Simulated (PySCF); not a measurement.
Electron correlation in Sc⁺ (scandium, charge +1)

[Ar] 3d1 4s1, high-spin 3D determinant. All numbers are calculated (PySCF 2.14, the spin-free X2C one-electron Hamiltonian (Gaussian nucleus), in x2c-TZVPPall with one added diffuse shell each of s, p, d, f type (7s6p5d3f1g, 80 functions)). Frozen: [Ar]; 2 electrons correlated.

With two correlated electrons CCSD is exact within the correlated space (frozen core and kept virtual orbitals).

```
level  correlation energy (mhartree)
 CCSD                          -4.33
```

Diagnostics: T1 = 0.011, D1 = 0.0213, largest double amplitude 0.016.

Cost of the coupled-cluster step: roughly 5 core-seconds, for 2 correlated electrons.

Iterations:

```
CC2 = 0
CCSD nocc = (np.int64(2), np.int64(0)), nmo = (71, 71)
frozen orbitals [[0, 1, 2, 3, 4, 5, 6, 7, 8], [0, 1, 2, 3, 4, 5, 6, 7, 8]]
max_cycle = 100
direct = 0
conv_tol = 1e-08
conv_tol_normt = 1e-06
diis_space = 8
diis_start_cycle = 0
Init t2, MP2 energy = -0.00304524306714471
Init E_corr(UCCSD) = -0.00304524306724678
cycle = 1  E_corr(UCCSD) = -0.00388823669153587  dE = -0.000842993624  norm(t1,t2) = 0.0128895
cycle = 2  E_corr(UCCSD) = -0.00415065620057547  dE = -0.000262419509  norm(t1,t2) = 0.00541573
cycle = 3  E_corr(UCCSD) = -0.00431171732620129  dE = -0.000161061126  norm(t1,t2) = 0.00299893
cycle = 4  E_corr(UCCSD) = -0.00430980690596149  dE = 1.91042024e-06  norm(t1,t2) = 0.00173884
cycle = 5  E_corr(UCCSD) = -0.00432573474549236  dE = -1.59278395e-05  norm(t1,t2) = 0.0012009
cycle = 6  E_corr(UCCSD) = -0.00432618412844487  dE = -4.49382953e-07  norm(t1,t2) = 0.000586828
cycle = 7  E_corr(UCCSD) = -0.00432695499639028  dE = -7.70867945e-07  norm(t1,t2) = 0.000228891
cycle = 8  E_corr(UCCSD) = -0.00432650992916833  dE = 4.45067222e-07  norm(t1,t2) = 5.46279e-05
cycle = 9  E_corr(UCCSD) = -0.00432703215466481  dE = -5.22225496e-07  norm(t1,t2) = 1.66546e-05
cycle = 10  E_corr(UCCSD) = -0.0043268514542076  dE = 1.80700457e-07  norm(t1,t2) = 4.94343e-06
cycle = 11  E_corr(UCCSD) = -0.00432683590780882  dE = 1.55463988e-08  norm(t1,t2) = 1.71131e-06
cycle = 12  E_corr(UCCSD) = -0.00432685012108361  dE = -1.42132748e-08  norm(t1,t2) = 7.53737e-07
cycle = 13  E_corr(UCCSD) = -0.004326851460262  dE = -1.33917839e-09  norm(t1,t2) = 1.63793e-07
UCCSD converged
E(UCCSD) = -763.082561016891  E_corr = -0.004326851460261997
```
